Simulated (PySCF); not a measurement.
Computed data sheet: 1,2-dihydro-3-methylnaphthalene (`CC1=Cc2ccccc2CC1`)

Species: 1,2-dihydro-3-methylnaphthalene, C11H12.
Cartesian coordinates in Å at the GFN2-xTB level; atoms count from 1:
```
atom  x, y, z in Å
C1    -3.2712    0.4407    0.1648
C2    -1.8097    0.1470    0.0700
C3    -0.8589    1.0604    0.2738
C4     0.5520    0.7432    0.1302
C5     1.5148    1.7408    0.0105
C6     2.8491    1.4153   -0.1523
C7     3.2367    0.0872   -0.1924
C8     2.2866   -0.9138   -0.0608
C9     0.9493   -0.5996    0.0995
C10   -0.0984   -1.6565    0.3097
C11   -1.4233   -1.2515   -0.3314
H12   -3.7195   -0.1400    0.9716
H13   -3.4507    1.4956    0.3555
H14   -3.7733    0.1586   -0.7607
H15   -1.1131    2.0820    0.5199
H16    1.2096    2.7776    0.0398
H17    3.5877    2.1978   -0.2496
H18    4.2774   -0.1714   -0.3227
H19    2.5914   -1.9512   -0.0827
H20   -0.2475   -1.7770    1.3896
H21    0.2408   -2.6154   -0.0871
H22   -1.3279   -1.2862   -1.4232
H23   -2.2068   -1.9568   -0.0482
```

Some functional groups and rings: C=C double bond and benzene ring.

From GFN2-xTB geometry:

```yaml
Point_group_of_the_GFN2-xTB_geometry: C1
Rotational_constants_A_B_C_of_the_GFN2-xTB_geometry: 2.641, 0.815, 0.638 GHz
```

From PBE0/pcSseg-1 ground state and GIAO shieldings, non-relativistic (PySCF):

```yaml
Dipole_moment: 1.07 D
HOMO_energy: -6.06 eV
LUMO_energy: -0.68 eV
HOMO–LUMO_gap: 5.38 eV
Lowest_Hirshfeld_atomic_charge: -0.12 e on C1
Highest_Hirshfeld_atomic_charge: +0.05 e on H12, H13, H14, H16, H17, H18, H19
13C_chemical_shifts_computed_TMS_as_zero_by_class: 146.2 (C2), 139.7 (C4), 139.1 (C9), 132.8 (C8), 132.2 (C6), 131.8 (C7), 130.8 (C5), 130.6 (C3), 32.6 (C10), 32.3 (C11), 26.8 (C1) ppm
1H_chemical_shifts_computed_TMS_as_zero_by_class: 7.44 (H17), 7.37 (H19), 7.36 (H18), 7.22 (H16), 6.59 (H15), 2.79 (H20/H21), 2.19 (H22/H23), 2.06 (H12/H13/H14) ppm
Mayer_bond_orders_between_heavy_atoms: C1–C2 1.09, C2–C3 1.77, C3–C4 1.09, C4–C5 1.39, C5–C6 1.44, C6–C7 1.44, C7–C8 1.43, C8–C9 1.48, C9–C10 1.06, C10–C11 1.05, C11–C2 1.03, C9–C4 1.31
```

Monoisotopic mass from the formula: 144.0939 u.

A dipole of 1.07 D is allowed in C1, and pure rotational transitions are dipole-allowed. With B = h/(8π²I), that is 505.379 GHz u Å² over I, the principal moments of inertia are 191.4, 620.1 and 791.7 u Å² (most abundant isotopes). In atomic units the dipole is 0.42 e·bohr (1 au = 2.5417 D). The rotational constants make it an asymmetric top with κ = (2B − A − C)/(A − C) = -0.82, nearer the prolate limit (−1).

Geometry: GFN2-xTB, one conformer, isolated molecule. NMR classes are plain means over equivalent atoms (diastereotopic ones count apart unless rotation or inversion swaps them), as if these changed places fast; in this geometry the members of some classes differ.
